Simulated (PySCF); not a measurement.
Which determinant of LiGe lies lowest?

Unrestricted PBE0; Li 6-31G(d,p), Ge 6-31G(d,p); no relativity (PySCF 2.14). Outer shells of the fragments: Li 2s1; Ge 3d10 4s2 4p2.

Followed along the bond (rough minima from three points):

| 2Ms+1 | unpaired | ⟨S²⟩ at the start | R at minimum (Å) | Te (eV) |
| --- | --- | --- | --- | --- |
| 4 | σ ↑, π ↑↑ | 3.75 | 2.42 | 0.00 |
| 2 | σ ↑, π ↑↓ | 1.76 | 2.45 | 0.58 |
| 2 | σ ↓, π ↑↑ | 1.76 | 2.49 | 0.61 |
| 2 | σ ↑ | 0.75 | 2.45 | 1.35 |

Solutions found at the starting distance of 2.445 Å, counted from the lowest of them; the search is not exhaustive and high or unbound solutions are not listed, so other states can lie among these:

| 2Ms+1 | unpaired | term | E (eV) | ⟨S²⟩ | ⟨Lz²⟩ | μ (D) |
| --- | --- | --- | --- | --- | --- | --- |
| 4 | σ ↑, π ↑↑ | ⁴Σ⁻ | 0.00 | 3.75 | 0.00 | -5.95 |
| 2 | σ ↑, π ↑↓ | mixed | 0.58 | 1.76 | 2.01 | -5.81 |
| 2 | π ↑ | ²Π | 0.58 | 0.76 | 1.00 | -4.95 |
| 2 | σ ↓, π ↑↑ | mixed | 0.61 | 1.76 | 0.00 | -5.95 |
| 2 | σ ↑ | mixed | 1.35 | 0.75 | 2.00 | -5.28 |
| 2 | π ↑ | ²Π | 2.13 | 0.76 | 1.02 | -5.12 |

A term symbol is given only where ⟨S²⟩ and ⟨Lz²⟩ are close to those of a pure state; real π, δ and φ orbitals otherwise mix terms. A positive dipole means Li(−)Ge(+).

Spin–orbit coupling is left out.
